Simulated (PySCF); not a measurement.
# Basis-set dependence of population analyses: `C=C(F)OBC`

Compound: C3H6BFO.
Numbering: `[CH2:1]=[C:2]([F:3])[O:4][BH:5][CH3:6]` (hydrogens: H7, H8 on C1; H9 on B5; H10, H11, H12 on C6)

Geometry (PBE0-D3(BJ)/def2-SVP, Å), atoms numbered from 1 in this order:
```xyz
12
C3H6BFO angstrom
C      2.5449    0.4899    0.6023
C      1.4966    0.0992   -0.1157
F      1.6073   -0.2707   -1.3823
O      0.2503    0.0315    0.3647
B     -0.9053   -0.2087   -0.3347
C     -2.2436   -0.2615    0.4625
H      3.5344    0.5146    0.1498
H      2.4022    0.7842    1.6402
H     -0.8474   -0.3641   -1.5309
H     -2.7399   -1.2323    0.2910
H     -2.9424    0.4954    0.0662
H     -2.1213   -0.1064    1.5436
```

PBE0 throughout (PySCF), one geometry, spherical d and f functions. The structure is a single PBE0-D3(BJ)/def2-SVP conformer in the gas phase; no vibrational or solvent corrections. The first 7 of 10 kinds of atom are listed.

Mulliken charges (e):

```json
{"basis": "STO-3G", "functions": "36", "C1": "-0.225", "C2": "+0.212", "F3": "-0.065", "O4": "-0.228", "B5": "+0.272", "C6": "-0.343", "H7": "+0.093"}
{"basis": "6-31G", "functions": "66", "C1": "-0.405", "C2": "+0.591", "F3": "-0.296", "O4": "-0.550", "B5": "+0.496", "C6": "-0.736", "H7": "+0.182"}
{"basis": "pcSseg-0", "functions": "66", "C1": "-0.451", "C2": "+0.624", "F3": "-0.330", "O4": "-0.649", "B5": "+0.602", "C6": "-1.051", "H7": "+0.240"}
{"basis": "6-31G*", "functions": "96", "C1": "-0.526", "C2": "+0.667", "F3": "-0.295", "O4": "-0.407", "B5": "+0.339", "C6": "-0.723", "H7": "+0.194"}
{"basis": "cc-pVDZ", "functions": "114", "C1": "-0.090", "C2": "+0.257", "F3": "-0.152", "O4": "-0.135", "B5": "+0.043", "C6": "-0.169", "H7": "+0.060"}
{"basis": "def2-SVP", "functions": "114", "C1": "-0.163", "C2": "+0.341", "F3": "-0.185", "O4": "-0.181", "B5": "+0.076", "C6": "-0.188", "H7": "+0.069"}
{"basis": "aug-cc-pVDZ", "functions": "192", "C1": "+0.615", "C2": "+1.001", "F3": "-0.404", "O4": "-0.533", "B5": "-0.284", "C6": "+0.578", "H7": "-0.363"}
{"basis": "6-311+G(2d,p)", "functions": "198", "C1": "-0.335", "C2": "+0.487", "F3": "-0.279", "O4": "-0.595", "B5": "+0.638", "C6": "-0.696", "H7": "+0.134"}
{"basis": "def2-TZVP", "functions": "222", "C1": "-0.358", "C2": "+0.363", "F3": "-0.175", "O4": "-0.244", "B5": "+0.110", "C6": "-0.433", "H7": "+0.148"}
{"basis": "cc-pVTZ", "functions": "264", "C1": "-0.351", "C2": "+0.334", "F3": "-0.147", "O4": "-0.133", "B5": "+0.067", "C6": "-0.348", "H7": "+0.134"}
{"basis": "IGLO-III", "functions": "270", "C1": "-0.338", "C2": "+0.445", "F3": "-0.226", "O4": "-0.410", "B5": "+0.497", "C6": "-0.544", "H7": "+0.125"}
```

IAO charges (e):

```csv
basis,functions,C1,C2,F3,O4,B5,C6,H7
STO-3G,36,-0.359,+0.254,-0.084,-0.215,+0.227,-0.541,+0.146
6-31G,66,-0.406,+0.422,-0.240,-0.315,+0.274,-0.597,+0.177
pcSseg-0,66,-0.406,+0.426,-0.232,-0.307,+0.266,-0.588,+0.172
6-31G*,96,-0.420,+0.476,-0.248,-0.333,+0.302,-0.585,+0.169
cc-pVDZ,114,-0.427,+0.477,-0.247,-0.324,+0.288,-0.583,+0.170
def2-SVP,114,-0.415,+0.473,-0.248,-0.322,+0.290,-0.574,+0.166
aug-cc-pVDZ,192,-0.433,+0.483,-0.258,-0.330,+0.294,-0.597,+0.175
"6-311+G(2d,p)",198,-0.432,+0.482,-0.259,-0.334,+0.299,-0.601,+0.175
def2-TZVP,222,-0.436,+0.489,-0.259,-0.336,+0.302,-0.601,+0.175
cc-pVTZ,264,-0.437,+0.489,-0.257,-0.335,+0.301,-0.602,+0.175
IGLO-III,270,-0.435,+0.486,-0.260,-0.335,+0.301,-0.602,+0.176
```

**Question.** Which scheme is steadiest as the basis changes?

**Answer.** Largest range over the bases for any column: IAO 0.24 e, Mulliken 1.63 e. IAO charges move least and Mulliken charges most, counted in e. Without the minimal STO-3G basis the ranges are IAO 0.07, Mulliken 1.63 e.

**Question.** How much do the charges still move between the two largest bases, cc-pVTZ and IGLO-III?

**Answer.** At most, over all atoms: Mulliken 0.430 e, IAO 0.003 e.

**Question.** What do the same runs give for the total energy, the frontier levels and the dipole moment?

**Answer.** 
```csv
basis,energy (Eh),HOMO (eV),LUMO (eV),μ (D)
STO-3G,-313.3391,-4.69,2.40,0.18
6-31G,-317.4170,-7.14,-0.38,0.66
pcSseg-0,-316.7886,-7.43,-0.62,0.58
6-31G*,-317.5013,-6.93,-0.23,0.62
cc-pVDZ,-317.5265,-7.07,-0.45,0.69
def2-SVP,-317.2749,-7.18,-0.51,0.68
aug-cc-pVDZ,-317.5461,-7.23,-0.72,0.77
"6-311+G(2d,p)",-317.6071,-7.25,-0.72,0.77
def2-TZVP,-317.6371,-7.22,-0.63,0.75
cc-pVTZ,-317.6257,-7.19,-0.59,0.73
IGLO-III,-317.6430,-7.23,-0.69,0.76
```

The dipole is fixed by the density alone, so its range of 0.59 D shows that the density itself changes with the basis, not only its division among atoms.
